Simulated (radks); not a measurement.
All-electron atom: Er V in [Xe] 4f9.75 6s0.25 (fractional occupations, a model configuration).

Calculated with a radial shooting solver on a logarithmic mesh with Libxc functionals: Dirac Kohn-Sham, AM05, spin-unpolarised, spherical densities, finite nucleus; open shells fill j = l - 1/2 first; Fermi nuclear charge, rms radius 5.2516 fm.

Energy parts (eV):
total: -356114.48
kinetic: 392923.55
electron-nucleus: -877665.71
Hartree: 135951.14
exchange-correlation: -7323.46

Orbitals (lengths in bohr, moments of r in powers of bohr):
1s1/2: occ. 2; eigenvalue (eV) -57302.65; <1/r> 77.49
2s1/2: occ. 2; eigenvalue (eV) -9671.507; <1/r> 18.63
2p1/2: occ. 2; eigenvalue (eV) -9217.574; <1/r> 18.62
2p3/2: occ. 4; eigenvalue (eV) -8302.103; <1/r> 16.15
3s1/2: occ. 2; eigenvalue (eV) -2213.387; <1/r> 6.818
3p1/2: occ. 2; eigenvalue (eV) -2013.740; <1/r> 6.737
3p3/2: occ. 4; eigenvalue (eV) -1821.560; <1/r> 6.105
3d3/2: occ. 4; eigenvalue (eV) -1478.957; <1/r> 5.992
3d5/2: occ. 6; eigenvalue (eV) -1436.933; <1/r> 5.838
4s1/2: occ. 2; eigenvalue (eV) -483.2723; <1/r> 2.863
4p1/2: occ. 2; eigenvalue (eV) -403.3865; <1/r> 2.757
4p3/2: occ. 4; eigenvalue (eV) -359.6328; <1/r> 2.538
4d3/2: occ. 4; eigenvalue (eV) -227.7574; <1/r> 2.323
4d5/2: occ. 6; eigenvalue (eV) -219.7380; <1/r> 2.270
4f5/2: occ. 6; eigenvalue (eV) -59.7459; <1/r> 1.785
4f7/2: occ. 3.75; eigenvalue (eV) -58.4972; <1/r> 1.763
5s1/2: occ. 2; eigenvalue (eV) -101.1687; <1/r> 1.120
5p1/2: occ. 2; eigenvalue (eV) -77.8646; <1/r> 1.008
5p3/2: occ. 4; eigenvalue (eV) -71.2537; <1/r> 0.9364
5d3/2: occ. 0; eigenvalue (eV) -39.7021; <1/r> 0.7029
5d5/2: occ. 0; eigenvalue (eV) -38.9648; <1/r> 0.6891
5f5/2: occ. 0; eigenvalue (eV) -16.8342; <1/r> 0.3478
5f7/2: occ. 0; eigenvalue (eV) -16.7909; <1/r> 0.3469
6s1/2: occ. 0.25; eigenvalue (eV) -34.0448; <1/r> 0.4793
6p1/2: occ. 0; eigenvalue (eV) -27.8191; <1/r> 0.4230
6p3/2: occ. 0; eigenvalue (eV) -26.4963; <1/r> 0.4025

The highest occupied level is 6s1/2 at -34.045 eV. The configuration is held as typed, so some empty levels lie below it. The density falls to 0.001 e/bohr^3 at r = 3.23 bohr. The electron density at the nucleus is 8.704e+05 e/bohr^3. Summed over all electrons, <r^2> = 31.74 bohr^2, which gives a Langevin (diamagnetic) susceptibility term of -25.1 x 10^-6 cm^3/mol.
